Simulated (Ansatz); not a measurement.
Consider the atomization: `B/N=C(/C)Cl` → B• + 2 C• + Cl• + 5 H• + N•.

Calculated with Ansatz (gas phase, PBE0-D4/def2-TZVP geometries, no zero-point term in ΔE). CCSD(T)/CBS is the MP2 limit (def2-TZVPP, def2-QZVPP) plus CCSD(T) − MP2 in def2-TZVPP, frozen cores. This one scheme is used for every species, atoms too. For atomizations the MP2-based limit and the directly extrapolated one differ by several kJ/mol either way, and by 10 to 25 for some Ge, Se and Sn compounds, so smaller differences from it don't rank the levels. Functionals use def2-TZVPP. B3LYP here is the variant with VWN-RPA as its local correlation; programs differ in this. HSE06 is defined as in plane-wave codes. No spin–orbit coupling; open shells (•) take unrestricted orbitals. Spin–orbit coupling would lower the free atoms: a little for B, C, Cl.

CCSD(T)/CBS gives +3843.5 kJ/mol.

Another level gave +2795.9 kJ/mol. Which?
A. HSE06/def2-TZVPP
B. B3LYP/def2-TZVPP
C. HF/def2-TZVPP
D. BLYP-D4/def2-TZVPP

C. HF/def2-TZVPP 2795.9, B3LYP 3860.8, BLYP-D4 3904.5, HSE06 3900.1 kJ/mol.

What do rigid-rotor, harmonic-oscillator terms from PBE0-D4/def2-TZVP frequencies (298.15 K, 1 bar) make of the CCSD(T)/CBS value? (An estimate is asked.)

Ansatz gave: ΔZPE = -186.5 kJ/mol, ΔH = +3700.1 kJ/mol, ΔS = 1037 J/(mol·K), ΔG = +3391.0 kJ/mol. Open shells count their whole term as degenerate.

Largest T1 diagnostic among the species: 0.014.

From PBE to PBE0 (25 % exact exchange), in def2-TZVPP and without D4, ΔE moves by −88.6 kJ/mol: exact exchange takes away binding that semilocal exchange gives to molecules. Leaving LDA and LC-ωPBE aside and taking each functional with its dispersion term where it has one, the values, not all of them listed here, spread over 244.7 kJ/mol, from BHLYP-D4 to PBE-D4. LDA lies +492.0 kJ/mol from PBE without D4, its usual overbinding.
